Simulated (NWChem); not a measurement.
Species: SiH2SeOF2; SMILES O[Si](F)(F)[SeH]

```xyz
7

O      1.0307    -1.4998     1.0897
Si    -0.0033    -0.8361     0.0140
F     -1.5281    -1.2473     0.3149
F      0.3961    -1.4858    -1.3953
Se    -0.0143     1.4115    -0.0274
H      1.0334    -1.1428     1.9828
H      1.4413     1.4544    -0.2395
```
Atoms are numbered in this order, from 1.

All runs: NWChem. Pople sets run with spherical d functions. All runs use the structure optimised with PBE0/def2-SVP. Vertical excitations in the gas phase; the lowest state need not have the same character in each row.

```json
[
 {"level": "PBE/6-31G*, full TDDFT", "lowest excitation, singlet (eV)": "5.73", "oscillator strength of that lowest state": "0.009", "orbital gap (eV)": "5.53"},
 {"level": "B3LYP/6-31G*, full TDDFT", "lowest excitation, singlet (eV)": "[?]", "oscillator strength of that lowest state": "0.005", "orbital gap (eV)": "[?]"},
 {"level": "PBE0/6-31G*, full TDDFT", "lowest excitation, singlet (eV)": "5.97", "oscillator strength of that lowest state": "0.005", "orbital gap (eV)": "7.70"},
 {"level": "Hartree-Fock/6-31G*, TDHF", "lowest excitation, singlet (eV)": "6.34", "oscillator strength of that lowest state": "0.004", "orbital gap (eV)": "14.00"}
]
```

### Question
Fill in the missing entries.

### Answer

- B3LYP/6-31G*, full TDDFT, lowest excitation, singlet (eV): 5.85
- B3LYP/6-31G*, full TDDFT, orbital gap (eV): 7.18
